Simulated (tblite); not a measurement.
Species: C4H3ClO3S.
Atom-mapped SMILES: `[O:1]=[S:2](=[O:3])([Cl:4])[c:5]1[cH:6][cH:7][o:8][cH:9]1` (hydrogens: H10 on C6; H11 on C7; H12 on C9)

Computed with GFN2-xTB (tblite), gas phase: L-BFGS steps from a force-field or distance-geometry start until the largest atomic force falls under 0.01 eV/Å.

Geometry at step 1:
```
atom  x, y, z in Å
O1      2.2789    1.5758   -0.0204
S2      1.8740    0.2314   -0.1746
O3      2.2412   -0.3951   -1.3912
Cl4     2.6525   -0.8457    1.4666
C5      0.0951    0.1050    0.0159
C6     -0.7411   -0.8781   -0.5524
C7     -1.9958   -0.5234   -0.2042
O8     -1.9779    0.6210    0.5412
C9     -0.6984    1.0102    0.6725
H10    -0.4306   -1.7366   -1.1341
H11    -2.8927   -1.0629   -0.4616
H12    -0.4040    1.8977    1.2162
```

**Question.** What forces act on the atoms?

**Answer.** 
```
atom  Fx (eV/Å)  Fy (eV/Å)  Fz (eV/Å)
  O1      0.129      0.838      0.555
  S2     -0.661     -0.378      0.184
  O3      0.188     -0.762     -0.254
 Cl4     -0.355      0.306     -0.635
  C5      0.829      0.369      0.270
  C6      0.685     -0.452     -0.250
  C7     -0.219      0.369      0.305
  O8      0.025     -0.310     -0.239
  C9     -0.025     -0.614     -0.330
 H10     -0.074      0.384      0.220
 H11     -0.124      0.539      0.334
 H12     -0.397     -0.289     -0.160
```

The largest, 1.01 eV/Å, acts on O1; the rms over all components is 0.421 eV/Å. The forces sum to zero within rounding, as they must for an isolated molecule in no field.

**Question.** Give the force on O1 in Eh/bohr and in nN.

**Answer.** 1.013 eV/Å ÷ 51.422 = 0.01971 Eh/bohr, and 1.013 eV/Å × 1.602 = 1.62 nN.

**Question.** How far is this geometry from the end of the optimisation?

**Answer.** 0.180 eV above it, and 0.091 Å rms away after alignment. The bonds farthest from their final lengths, with half the difference of the two atoms' forces along the bond (positive lengthens):

| bond | now (Å) | final (Å) | force along bond (eV/Å) |
| --- | --- | --- | --- |
| S2–Cl4 | 2.112 | 2.042 | -0.44 |
| S2–C5 | 1.794 | 1.753 | -0.76 |
| C7–O8 | 1.366 | 1.344 | -0.43 |
| C6–H10 | 1.083 | 1.069 | -0.57 |
| O8–C9 | 1.344 | 1.331 | -0.07 |
| O1=S2 | 1.412 | 1.425 | +0.71 |

The angle farthest from its final value is O8–C7–H11, 124.1° against 117.4°.

Of the 6 listed bonds off by 0.010 Å or more, this force points towards the final length in 6.
